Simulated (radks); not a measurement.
Values are calculated unless marked as measured or tabulated.
Problem. The chromium ion Cr2+, 22 electrons, occupied as [Ar] 3d4 (the NIST ground configuration). Code: a radial shooting solver on a logarithmic mesh with Libxc functionals. Model: non-relativistic Kohn-Sham, B86b exchange with PBE correlation, spin-polarised, spherical densities, point nucleus; open shells are filled with parallel spins first. Some entries of the table are withheld. Estimate them.

orbital,occ.,eigenvalue (eV),r(max) (bohr)
1s down,1,-5856.231,0.04224
1s up,1,-5856.208,0.04224
2s up,1,-679.5864,0.2462
2s down,1,-678.0126,0.2460
2p up,3,-580.5118,0.1988
2p down,3,-579.3280,0.1987
3s up,1,-95.1534,0.7826
3s down,1,-91.0117,0.7831
3p up,3,(1),0.7987
3p down,3,(2),0.7996
3d up,4,-24.3338,(3)
3d down,0,-20.5351,(4)
4s up,0,-19.0193,2.348
4p up,0,-13.8230,2.751

Solution. 
(1) 3p up eigenvalue (eV): -67.5901
(2) 3p down eigenvalue (eV): -63.5090
(3) 3d up r(max) (bohr): 0.8152
(4) 3d down r(max) (bohr): 0.8231
